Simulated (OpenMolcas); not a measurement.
**Ni2+: moving or changing the point charges**

Ni2+ among 2 point charges of -3 e arranged as a linear pair (D∞h), 2.14 Å from the ion.
```
   0.0000    0.0000    2.1400  -3.00
   0.0000    0.0000   -2.1400  -3.00
```

* Program: OpenMolcas
* Method: SS-CASPT2, IPEA 0.25 Eh, imaginary shift 0.1 Eh (closed shells correlated: 3s 3p)
* Basis: ANO-RCC-VDZP [5s4p2d1f]
* Scalar Hamiltonian: DKH2, point nucleus
* Active space: 8 electrons in 5 orbitals (3d)
* State averaging: 2S+1 = 3 even, 10 roots; 2S+1 = 1 even, 15 roots
* Spin-orbit coupling: state interaction with AMFI integrals over the reference wave functions

Runs around this geometry, states (labels by Λ). Energies in cm-1 above the lowest state or level, χT in cm3 K/mol.

```tsv
R (Å)	q (e)	Ground state	First state of that spin	First gap with spin-orbit (degeneracies)	χT at 300 K	First state of another spin
2.14	-1.95	3Π	3Σ 100	120 (1, 2)	3.323	1Δ 12760
1.96	-3	3Σ	3Π 2300	150 (1, 2)	2.160	1Δ 14160
2.14	-3	3Σ	3Π 1160	180 (1, 2)	2.712	1Δ 13610
2.34	-3	3Σ	3Π 530	180 (1, 2)	3.103	1Δ 13170
```

Taking the first state of the same spin as R^-n, n = -ln(530 / 2300) / ln(2.34 / 1.96) = 8.3 between the shortest and longest distance.

The ground state changes within this set.

Roots that are degenerate in the reference are averaged as groups; the widest CASPT2 spread within a group is 16 cm-1 (the 2-fold group of multiplicity 1 near 32400 cm-1 above the lowest state of its run, R = 1.96, q = -3). Shifts and gaps below about the spread of the groups concerned are not significant. Free-ion shares, where given, are those of the reference states; single-state CASPT2 does not remix them. Spin-orbit coupling mixes the spin-free states strongly: the lowest level takes only 54 % from its leading state, 3Σ, which lies 103 cm-1 above the lowest spin-free state (figures for R = 2.14, q = -1.95; the like holds for R = 2.34, q = -3). The ground term spreads over less than 5000 cm-1, several times less than with real ligands, so orbital moments are less quenched and χT lies further from the spin-only value than at real sites (holds for R = 2.14, q = -1.95). This is an electrostatic model: the charges have no orbitals. No measured value stands beside these numbers.
